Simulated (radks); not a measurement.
Problem. The mean radii <r> (bohr) of the occupied orbitals of an atom or ion are listed with their occupations. All-electron calculation, scalar-relativistic Kohn-Sham, PBEsol, spin-polarised, spherical densities, finite nucleus; Fermi nuclear charge, rms radius of each element as measured or else 0.836 A^(1/3) + 0.57 fm. Program: a radial shooting solver on a logarithmic mesh with Libxc functionals.

| orbital | occ. | <r> |
|---|---|---|
| 1s up | 1 | 0.04551 |
| 1s down | 1 | 0.04551 |
| 2s up | 1 | 0.2002 |
| 2s down | 1 | 0.2001 |
| 2p up | 3 | 0.1745 |
| 2p down | 3 | 0.1744 |
| 3s up | 1 | 0.5030 |
| 3s down | 1 | 0.5036 |
| 3p up | 1 | 0.4916 |

Name the element and its charge. Open shells, if any, are filled with parallel spins first.

Solution. Z = 33, arsenic, charge +20: As20+ in [Ne] 3s2 3p1. The 1s radius gives Z: for a bare nucleus <r> = (2 gamma + 1)/(2Z) with gamma = sqrt(1 - (Z/c)^2), 0.04456 bohr for Z = 33, and screening makes it slightly larger (0.04551 here). The occupations add up to 13, and the charge is Z minus that.
